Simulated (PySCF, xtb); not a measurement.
BeFH₂N, SMILES [NH2][Be][F].

GFN2-xTB run with xtb at its own geometry gives an orbital gap of 6.39 eV and a dipole moment of 2.68 D.

Geometry: TPSSh-D3(BJ)/def2-TZVP. One conformer was computed; it need not be the lowest.

Task: What does M06-2X/def2-TZVPD in PySCF give? (The exact figures need the calculation; the answer reports its results.)

Result: gap 8.72 eV (levels -9.01 and -0.29 eV), dipole 2.13 D.
